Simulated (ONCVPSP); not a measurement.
## tin (Sn): ONCV pseudisation with LDA (Perdew-Wang 92), scalar-relativistic reference atom.

Sn, optimised norm-conserving Vanderbilt (ONCV), made with ONCVPSP 4.0.1 (LDA (Perdew-Wang 92), scalar-relativistic). Core [Ar] 3d10, reference 4s2 4p6 4d10 5s1.5 5p2.5. Waves: 4s+5s: rc 1.10 bohr, ncon 4, nbas 8, qcut 9.5 1/bohr, 2 projectors; 4p+5p: rc 1.60 bohr, ncon 5, nbas 9, qcut 10.7 1/bohr, 2 projectors; 4d: rc 0.95 bohr, ncon 4, nbas 7, qcut 11 1/bohr, 2 projectors, debl 3.2 Ha. Local part: polynomial inside 0.75 bohr (lpopt 5, dvloc0 6 Ha). Core correction: Teter function, fcfact 1.75, rcfact 1.75.

What the tests gave:

| Property | Result |
| --- | --- |
| Cutoffs needed | 48 Ha and 78 Ha (the cutoffs (Ha) at which the residual kinetic energy of the hardest occupied pseudo-wave falls to 1 and 0.1 mHa per electron) |
| Ghost test | no bound ghost flagged; GHOST(+) flagged for s at 200.3 eV |
| Largest excitation error | -111 meV (all-electron minus pseudo) for 4s2 4p5 4d10 5s2 5p2, out of 4 test configurations |
| rms error of d²Exc/dni dnj | 2.77 mHa without and 0.17 mHa with the model core |

Generation and tests took about 3.7 s on one core of a shared server CPU.
